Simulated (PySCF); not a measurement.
CH3BrOSe, SMILES CO[Se]Br. Atoms are numbered in the order given.

```xyz
7

Se    -0.0271    -0.4584     0.8952
Br     0.7973     1.1053    -0.6362
O     -0.8721    -1.5993    -0.1749
C     -2.1137    -1.1764    -0.7016
H     -1.9777    -0.3519    -1.4220
H     -2.5360    -2.0443    -1.2286
H     -2.8098    -0.8514     0.0897
```
Charge 0, spin multiplicity 1.

The structure is a stationary point at PBE0-D3(BJ)/def2-SVP. The structure was generated by enumeration, and PubChem lists no compound with its InChIKey, so it may never have been made. One conformer was computed; it need not be the lowest.

Two levels are set side by side: PBE/pcSseg-1 (PySCF) and PBE0/pcSseg-1 (PySCF). GIAO shifts against H2O (¹⁷O), Me2Se (⁷⁷Se), TMS (¹H), TMS (¹³C) at the same level; non-relativistic, no solvent, atoms listed together averaged. Without spin–orbit terms, shifts of atoms bonded to Cl or Br come out too high at both levels. Differences are taken from unrounded values.

```json
[
 {"quantity": "δ(⁷⁷Se) of Se1 (ppm)", "PBE0": "2211.5", "PBE": "2306.9", "PBE minus PBE0": "95.3"},
 {"quantity": "δ(¹⁷O) of O3 (ppm)", "PBE0": "82.5", "PBE": "115.1", "PBE minus PBE0": "32.6"},
 {"quantity": "δ(¹³C) of C4 (ppm)", "PBE0": "67.8", "PBE": "69.9", "PBE minus PBE0": "2.0"}
]
```

Rough cost on one machine, each run with all the roots and properties that it gave: PBE0 against PBE within a factor of 2.
